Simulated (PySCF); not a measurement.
Task: What does the PBE0-D3(BJ)/def2-SVP structure of `COCC1=CC=C(C(=O)O)C=C1` look like in three dimensions?

Result: 
```
atom  x, y, z in Å
C1    -3.312    0.585   -0.268
O2    -2.870   -0.227   -1.317
C3    -1.973   -1.219   -0.921
C4    -0.601   -0.700   -0.558
C5    -0.076    0.410   -1.229
C6     1.201    0.874   -0.935
C7     1.974    0.226    0.035
C8     3.342    0.678    0.387
O9     4.031    0.176    1.241
O10    3.756    1.722   -0.346
C11    1.453   -0.882    0.711
C12    0.173   -1.336    0.417
H13   -4.017    1.316   -0.687
H14   -2.484    1.133    0.219
H15   -3.837   -0.005    0.509
H16   -1.880   -1.907   -1.778
H17   -2.379   -1.812   -0.076
H18   -0.690    0.910   -1.981
H19    1.611    1.740   -1.457
H20    4.649    1.933   -0.033
H21    2.070   -1.366    1.470
H22   -0.235   -2.197    0.955
```

Any rigid rotation of these coordinates is as good. Atoms count from 1 in this order. The 4 C–O bonds span 1.206 Å (C8=O9, drawn double) to 1.399 Å (C1–O2, drawn single), a spread of 0.193 Å. Of the pairs four or more bonds apart, O10···H19 is among the closest relative to their van der Waals radii: 2.42 Å, 89 % of the sum of Bondi's values. The 6-membered ring C4–C5–C6–C7–C11–C12 has internal angles of 119.1° to 120.6° (sum 720°, against 720° for a flat polygon); it is planar, 0.00 Å rms from its mean plane, widest ring torsion 1°. The C–C distances run from 1.390 Å (C11–C12, aromatic) to 1.511 Å (C3–C4, drawn single), a spread of 0.121 Å.

Bonds between heavy atoms (Å): C1–O2 1.399, O2–C3 1.395, C3–C4 1.511, C4–C5 1.399, C5–C6 1.390, C6–C7 1.400, C7–C8 1.484, C8=O9 1.206, C8–O10 1.341, C7–C11 1.398, C11–C12 1.390, C4–C12 1.398.

Level of theory: PySCF, PBE0-D3(BJ)/def2-SVP geometry optimisation, gas phase.

Point group: C1 (no symmetry element, even within 0.4 Å). Whether it is a minimum is left open (no frequencies). The numbers are those of one conformer (C1–O2–C3–C4 -72°, O2–C3–C4–C5 -33°, C6–C7–C8–O9 178°, C7–C8–O10–H 180°).

Rough CPU time on one thread of a shared machine: about 6 min. This is the geometry optimisation.
